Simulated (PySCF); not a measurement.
**Spinor energies of Ga (gallium, neutral)**

Start: [Ar] 3d10 4s2 4p1; 4p3/2 filled at m_j = +3/2. Calculated with PySCF 2.14 in x2c-SVPall-2c with one added diffuse shell each of s, p, d type (6s7p4d, 47 functions): generalised Hartree-Fock with the X2C-1e Hamiltonian and a Gaussian nucleus; one run each with spin-orbit coupling (SO) screened by Boettger's factors, then bare. This is a chosen level, not necessarily the ground level.

```
spinor shell  electrons  ε, screened SO (eV)  ε, bare SO (eV)  weight of nominal j (bare SO)  rms radius, bare SO (bohr)
       1s1/2          2             -10437.5         -10437.4                          1.000                      0.0561
       2s1/2          2              -1340.5          -1340.5                          1.000                       0.236
       2p1/2          2              -1181.8          -1183.2                          1.000                       0.209
       3s1/2          2              -179.09          -179.09                          1.000                       0.699
       3p1/2          2              -125.84          -126.04                          1.000                       0.730
       3p3/2          4              -121.92          -121.83                          1.000                       0.741
       3d3/2          4              -32.124          -32.275                          0.998                       0.894
       3d5/2          6              -31.607          -31.512                          0.999                       0.905
       4s1/2          2              -11.849          -11.850                          0.999                        2.65
       4p3/2          1               -5.655           -5.653                          1.000                        3.76
```

Question: Where does 2p3/2 lie, and what is the 2p spin-orbit splitting (bare SO)?

Answer: At -1152.9 eV, 30.211 eV above 2p1/2.

```csv
quantity,screened SO,bare SO
E (hartree),-1941.88306,-1941.89037
M_J,3/2,3/2
⟨J²⟩,3.763,3.763
⟨L²⟩,2.011,2.011
⟨S²⟩,0.755,0.756
```

Each row is a mean over spinors that exchange with the open shell spreads, by up to 1.605 eV (4s1/2).
